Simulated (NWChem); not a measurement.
# C3HF3; SMILES C#CC(F)(F)F

Results from NWChem. All runs use the structure optimised with PBE0/def2-SVP. B3LYP is NWChem's, with the RPA form of VWN correlation. Static field.

For level B3LYP/Sadlej pVTZ:

| Item | Value |
|---|---|
| isotropic polarisability (bohr³) | 38.3 |
| anisotropy (bohr³) | 20.2 |

**Question.** How do the values read with level Hartree-Fock/Sadlej pVTZ instead?

**Answer.** 
- isotropic polarisability (bohr³) = 35.3
- anisotropy (bohr³) = 18.3
